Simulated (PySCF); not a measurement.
A structure optimised at PBE-D3(BJ)/def2-SVP, used in a PySCF frequency run:

```
Si
H 1 1.5071
H 1 1.5080 2 108.52
C 1 1.8788 2 107.58 3 118.27
C 4 1.3460 1 121.95 2 3.29
H 5 1.1027 4 123.71 1 -0.66
H 4 1.1050 5 117.95 6 179.87
Cl 5 1.7426 6 111.97 4 179.93
C 1 1.8900 2 110.71 3 -119.91
H 9 1.1084 1 110.75 2 -59.25
H 9 1.1089 10 108.37 1 -121.63
H 9 1.1089 10 108.13 11 -116.81
```

Question: Write its SMILES and formula.

Answer: C[SiH2]/C=C/Cl, C3H7ClSi

Question: What are its rotational constants (standard atomic weights)?

Answer: 11.426, 0.99723, 0.96093 GHz
